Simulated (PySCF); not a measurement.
BeF₂ at several levels of theory

All levels use the PBE0 minimum (singlet; Be–F 1.378 Å (×2); F–Be–F 180.0°), basis [Be def2-TZVP, F def2-TZVP], no relativity, density fitting, no spin–orbit coupling, PySCF. For vertical energies the ionised species is a doublet (spins chosen at PBE0 and kept). Atomisation goes to high-spin ground-configuration atoms, without zero-point energy. Open shells are unrestricted, also as the reference of the correlated levels. A dash marks a value that was not computed or is not defined at that level.

```
  level  atomisation (kJ/mol)  vertical IP (eV)  −ε(HOMO) (eV)  gap (eV)
   PBE0                  1247             14.77          11.74     11.06
     HF                   977             14.97          17.16     18.15
    MP2                     ?                 ?              –         –
    PBE                  1295             14.25           9.69      8.32
CCSD(T)                     ?                 ?              –         –
 r2SCAN                  1277             14.44          10.17      9.40
  B3LYP                  1264             14.80          11.45     10.42
  TPSSh                  1238             14.42          10.61      9.68
 B2PLYP                  1265             15.11              –         –
  wB97X                  1262             15.16          14.33     15.28
```

(1) Fill in the row of CCSD(T).

(2) Fill in the row of MP2.

## Answers

(1) atomisation (kJ/mol) 1207, vertical IP (eV) 15.45.

(2) atomisation (kJ/mol) 1302, vertical IP (eV) 15.92.

For BeF₂ itself CCSD(T) correlates 18 electrons; T1 = 0.012, D1 = 0.031, (T) = -38 kJ/mol.
